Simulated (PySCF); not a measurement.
Compound: C₁₀H₈Si.
Structure used (PBE0-D3(BJ)/def2-SVP), in Å, numbered top down from 1:
```xyz
19
C10H8Si angstrom
C     -3.1325    1.9518   -0.4255
C     -2.3138    1.0842   -0.2008
C     -1.3544    0.0601    0.0656
C     -1.7805   -1.2122    0.4923
C     -0.8623   -2.2203    0.7556
C      0.5089   -1.9852    0.5995
C      0.9551   -0.7377    0.1794
C      0.0263    0.2936   -0.0905
C      0.6160    1.5701   -0.5305
C      1.9610    1.6349   -0.6340
Si     2.6675   -0.0289   -0.1519
H     -3.8601    2.7173   -0.6220
H     -2.8502   -1.3944    0.6122
H     -1.2158   -3.1999    1.0854
H      1.2201   -2.7886    0.8100
H     -0.0518    2.4084   -0.7548
H      2.4678    2.5471   -0.9553
H      3.4031   -0.7302   -1.2485
H      3.5491   -0.0015    1.0554
```

NICS = −σ at a ghost point: NICS(0) at the centroid of the ring atoms, NICS(1) 1 Å to either side along the normal of their mean plane, zz for the tensor component along that normal. Level: GIAO PBE/pcSseg-2 (PySCF, non-relativistic, gas phase) on the PBE0-D3(BJ)/def2-SVP geometry, one conformer.

Ring bond lengths (Å): C3–C4 1.408, C4–C5 1.389, C5–C6 1.400, C6–C7 1.390, C7–C8 1.414, C8–C3 1.409; C7–C8 1.414, C8–C9 1.473, C9–C10 1.351, C10–Si11 1.871, Si11–C7 1.883.

Task: What do the NICS probes read (ppm)?

Result: 
| ring | type | NICS(0) | NICS(1), two faces | NICS(1)zz, two faces | rms pucker (Å) | centre to ring atoms, mean (Å) |
| --- | --- | --- | --- | --- | --- | --- |
| C3–C4–C5–C6–C7–C8 | 6-membered carbocycle; formal bonds all aromatic | -6.0 | -8.2 / -8.2 | -22.1 / -22.1 | 0.00 | 1.40 |
| C7–C8–C9–C10–Si11 | 5-membered ring with Si; formal bonds 1 aromatic, 1 double, 3 single | 2.5 | -0.6 / -0.6 | 4.3 / 4.3 | 0.00 | 1.35 |

Task: What can be read from them?

Result: 
- C3–C4–C5–C6–C7–C8: mean NICS(1)zz -22.1 ppm, shielded. For a flat ring without four-coordinate atoms the NICS criterion counts such a value as aromatic, though in fused rings the probe also feels the neighbouring ring.
- C7–C8–C9–C10–Si11: mean NICS(1)zz 4.3 ppm, deshielded. Si11 has four or more neighbours, and the NICS criterion for π rings isn't applied.

Task: And the bond-length index? HOMA = 1 − mean of α(R − Ropt)² over the ring bonds, with Krygowski's 1993 parameters (CC: Ropt 1.388 Å, α 257.7 Å⁻²).

Result: 
- C3–C4–C5–C6–C7–C8: HOMA 0.93 = 1 − EN − GEO, with mean bond length 1.402 Å, EN = α(Ropt − mean)² = 0.047 and GEO = α × variance = 0.024. The geometric and the magnetic index point the same way.

Task: List the ring angles.

Result: 
- C3–C4–C5–C6–C7–C8: C3 118.7°, C4 120.9°, C5 120.3°, C6 119.9°, C7 120.1°, C8 120.1°; sum 720.0° against 720° for a flat convex ring.
- C7–C8–C9–C10–Si11: C7 106.8°, C8 115.2°, C9 117.6°, C10 108.3°, Si11 92.1°; sum 540.0° against 540° for a flat convex ring.

Task: What are the shieldings of the ring atoms and their hydrogens in the same run (means over atoms taken as equivalent)?

Result: 
```csv
atoms,environment,σ isotropic (ppm),"principal values of the symmetric part, first atom (ppm)"
C3,substituted aromatic carbon,53.6,"-30.7, 38.5, 152.8"
C4,aromatic CH carbon,36.1,"-70.6, 22.4, 156.6"
C5,aromatic CH carbon,45.2,"-65.4, 35.0, 165.9"
C6,aromatic CH carbon,39.0,"-70.0, 22.9, 164.2"
C7,substituted aromatic carbon,37.3,"-48.5, -10.8, 171.1"
C8,substituted aromatic carbon,16.8,"-79.5, -11.2, 141.1"
C9,alkene CH carbon,15.1,"-99.7, 20.7, 124.2"
C10,alkene CH carbon,43.7,"-64.6, 33.7, 162.0"
Si11,SiH2 silicon,366.4,"288.4, 371.2, 439.6"
H13,aromatic hydrogen,23.52,"20.4, 22.1, 28.1"
H14,aromatic hydrogen,23.87,"20.9, 23.5, 27.2"
H15,aromatic hydrogen,23.46,"19.9, 22.6, 27.9"
H16,vinylic hydrogen,22.79,"19.6, 19.9, 28.8"
H17,vinylic hydrogen,24.67,"23.2, 24.3, 26.5"
```

The list is cut; further classes of hydrogen are left out.

Task: How do the values depend on the level or the medium?

Result: 
```csv
level,"NICS(0), C3–C4–C5–C6–C7–C8","mean NICS(1)zz, C3–C4–C5–C6–C7–C8","NICS(0), C7–C8–C9–C10–Si11","mean NICS(1)zz, C7–C8–C9–C10–Si11"
"PBE/pcSseg-2, gas",-6.0,-22.1,2.5,4.3
"PBE0/pcSseg-1, gas",-7.0,-23.8,2.4,4.6
"PBE0/pcSseg-1, IEF-PCM acetonitrile",-6.9,-23.9,2.5,4.4
"PBE0/pcSseg-1, IEF-PCM dimethylsulfoxide",-6.9,-23.9,2.5,4.4
```

The geometry is the same throughout; the continuum's cavity takes Bondi-type radii × 1.2.
